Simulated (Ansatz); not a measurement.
Reaction (cleavage of the B–Si bond): `B[Si](O)(F)OC` + `[CH3][AlH][OH]` → `B[O][AlH][CH3]` + `CO[SiH](O)F`

Calculated with Ansatz (gas phase, PBE0-D4/def2-TZVP geometries, no zero-point term in ΔE). CBS: MP2 limit from def2 TZ/QZ plus the TZ coupled-cluster correction, frozen cores. DFT in def2-TZVPP. B3LYP here is the variant with VWN-RPA as its local correlation; programs differ in this. Each species was taken in one conformer, which may not be the lowest.

Problem. Is it downhill or uphill in electronic energy at CCSD(T)/CBS, and by how much? (An estimate is asked.)

Solution. The calculation gave: Downhill: ΔE = -41.0 kcal/mol.

Problem. What do these levels give: PBE-D4, PBE0-D4, B3LYP-D4, ωB97X-V, ωB97M-V, PBE0, HF/def2-TZVPP, HF/def2-QZVPP, MP2/def2-QZVPP, SCS-MP2/def2-QZVPP, MP2/CBS(def2), CCSD/CBS(def2)? (An estimate is asked.)

Solution. Ansatz gave: PBE-D4 -39.1, PBE0-D4 -39.9, B3LYP-D4 -42.2, ωB97X-V -40.6, ωB97M-V -42.0, PBE0 -40.4, HF/def2-TZVPP -45.1, HF/def2-QZVPP -45.5, MP2/def2-QZVPP -42.5, SCS-MP2/def2-QZVPP -42.7, MP2/CBS(def2) -42.3, CCSD/CBS(def2) -41.2 kcal/mol.

Largest T1 diagnostic among the species: 0.013.

The D4 term adds +0.8 kcal/mol with B3LYP and +0.5 kcal/mol with PBE0; it sums over pairs of atoms, weighted by their polarisabilities, and B3LYP, whose exchange is more repulsive, gets the larger term. From PBE to PBE0 (25 % exact exchange), in def2-TZVPP and without D4, ΔE moves by −0.8 kcal/mol.
